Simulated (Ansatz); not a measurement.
`[AlH2][NH][SiH2]Cl` + `BN` → `BN[SiH2]Cl` + `[NH2][AlH2]`  (ligand exchange at the Si–N bond)

Isolated molecules relaxed with PBE0-D4/def2-TZVP in Ansatz; ΔE leaves out vibrations. CCSD(T)/CBS is the MP2 limit (def2-TZVPP, def2-QZVPP) plus CCSD(T) − MP2 in def2-TZVPP, frozen cores. This one scheme is used for every species. Functionals use def2-TZVPP. B3LYP here is the variant with VWN-RPA as its local correlation; programs differ in this. Each species was taken in one conformer, which may not be the lowest.

```tsv
level	ΔE (kJ/mol)	difference from CCSD(T)/CBS
revPBE-D4	21.0	1.2
r2SCAN0-D4	21.6	1.8
BHLYP-D4	21.5	1.7
CAM-B3LYP-D4	20.5	0.7
PBE-QIDH	21.3	1.5
BLYP	19.4	-0.4
PBE0	21.3	1.5
B3LYP	19.8	0.0
r2SCANh	21.3	1.5
r2SCAN0	21.3	1.5
MP2/def2-SVP	23.6	3.8
SCS-MP2/def2-TZVPP	20.0	0.2
CCSD(T)/def2-TZVPP	20.6	0.8
MP2/def2-QZVPP	20.1	0.3
MP2/CBS(def2)	19.8	0.0
CCSD/CBS(def2)	19.2	-0.6
CCSD(T)/CBS	19.8	0
```

Largest T1 diagnostic among the species: 0.012.

At CCSD(T), def2-SVP lies +3.8 kJ/mol from the extrapolated value and def2-TZVPP +0.8 kJ/mol. Leaving LDA and LC-ωPBE aside and taking each functional with its dispersion term where it has one, the values, not all of them listed here, spread over 2.1 kJ/mol, from B97M-V to HSE06-D4.
